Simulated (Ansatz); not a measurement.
Consider the isomerisation: `BN([SiH3])[SiH2]F` → `N[SiH]([SiH3])BF`.

Gas-phase electronic energies from Ansatz, PBE0-D4/def2-TZVP geometries. CCSD(T)/CBS adds triple-zeta CCSD(T) − MP2 to the extrapolated MP2 energy (def2 sets, frozen cores). DFT in def2-TZVPP. B3LYP here is the variant with VWN-RPA as its local correlation; programs differ in this. One conformer a species, not always the lowest.

CCSD(T)/CBS gives +217.2 kJ/mol.

Another level gave +232.7 kJ/mol. Which?
A. PBE0/def2-TZVPP
B. ωB97M-V/def2-TZVPP
C. MP2/def2-TZVPP
D. B3LYP/def2-TZVPP

C. MP2/def2-TZVPP 232.7, ωB97M-V 217.0, PBE0 182.8, B3LYP 202.2 kJ/mol.

Largest T1 diagnostic among the species: 0.014.

From PBE to PBE0 (25 % exact exchange), in def2-TZVPP and without D4, ΔE moves by +15.0 kJ/mol. In def2-TZVPP, CCSD(T) changes the Hartree–Fock value by −20.7 kJ/mol (the triples alone add −2.5 kJ/mol) and MP2 by −3.5 kJ/mol. The D4 term adds +4.5 kJ/mol with B3LYP and +2.1 kJ/mol with PBE0; it sums over pairs of atoms, weighted by their polarisabilities, and B3LYP, whose exchange is more repulsive, gets the larger term.
